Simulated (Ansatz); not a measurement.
CH3F2Ge (`[CH3][Ge]([F])[F]`) radical, 7 atoms. Total charge 0; spin multiplicity 2. Correlated methods include outer-core shells of Ge, which these sets cover unevenly. Scalar relativity is left out up to krypton. Hardware: A = 2 threads of an AMD EPYC 7R13 on a shared host; B = 2 threads of an AMD EPYC 7R13 on a shared host and a share of an NVIDIA H100 80 GB. Correlated methods freeze the cores. Open-shell runs search over several starts.

**Question.** How many basis functions does each run have, and how long does it take in Ansatz? UKS ωB97M-V/def2-QZVPP energy [B]; UHF-MP2/def2-QZVPP energy [B]; UKS B2PLYP (frozen core)/def2-TZVPP energy [A]; direct RPA on PBE orbitals/def2-TZVPP energy [A]; UKS PBE0-D4/def2-QZVPP energy [B]; UHF-CCSD(T)/def2-SVP energy [A]; UKS CAM-B3LYP-D4/def2-TZVPP energy [A]; UKS PBE0-D4/def2-TZVP relaxation (5 steps) [A]; UKS PBE0-D4/def2-TZVP frequencies [A]; UKS ωB97M-V/def2-SVP energy [A]; UKS LC-ωPBE/def2-TZVPP energy [A]; UKS B97M-V/def2-TZVPP energy [A]. (An estimate is asked.)

**Answer.** Ansatz gave: Other jobs shared the machine, so times are rough.

```json
{"level": "direct RPA on PBE orbitals/def2-TZVPP", "job": "energy [A]", "functions": "183", "wall time": "6 s", "peak host memory (GiB)": "0.53"}
{"level": "UKS LC-ωPBE/def2-TZVPP", "job": "energy [A]", "functions": "183", "wall time": "7 s", "peak host memory (GiB)": "0.35"}
{"level": "UKS ωB97M-V/def2-SVP", "job": "energy [A]", "functions": "89", "wall time": "8.5 s", "peak host memory (GiB)": "0.44"}
{"level": "UKS B2PLYP (frozen core)/def2-TZVPP", "job": "energy [A]", "functions": "183", "wall time": "8.5 s", "peak host memory (GiB)": "0.56"}
{"level": "UKS CAM-B3LYP-D4/def2-TZVPP", "job": "energy [A]", "functions": "183", "wall time": "8.6 s", "peak host memory (GiB)": "0.63"}
{"level": "UHF-MP2/def2-QZVPP", "job": "energy [B]", "functions": "350", "wall time": "14 s", "peak host memory (GiB)": "0.9"}
{"level": "UKS B97M-V/def2-TZVPP", "job": "energy [A]", "functions": "183", "wall time": "14 s", "peak host memory (GiB)": "0.4"}
{"level": "UKS PBE0-D4/def2-QZVPP", "job": "energy [B]", "functions": "350", "wall time": "16 s", "peak host memory (GiB)": "0.91"}
{"level": "UKS ωB97M-V/def2-QZVPP", "job": "energy [B]", "functions": "350", "wall time": "23 s", "peak host memory (GiB)": "1.1"}
{"level": "UHF-CCSD(T)/def2-SVP", "job": "energy [A]", "functions": "89", "wall time": "24 s", "peak host memory (GiB)": "0.71"}
{"level": "UKS PBE0-D4/def2-TZVP", "job": "relaxation (5 steps) [A]", "functions": "159", "wall time": "33 s", "peak host memory (GiB)": "0.52"}
{"level": "UKS PBE0-D4/def2-TZVP", "job": "frequencies [A]", "functions": "159", "wall time": "2.2 min", "peak host memory (GiB)": "0.52"}
```

LC-ωPBE has ω = 0.4 bohr⁻¹.
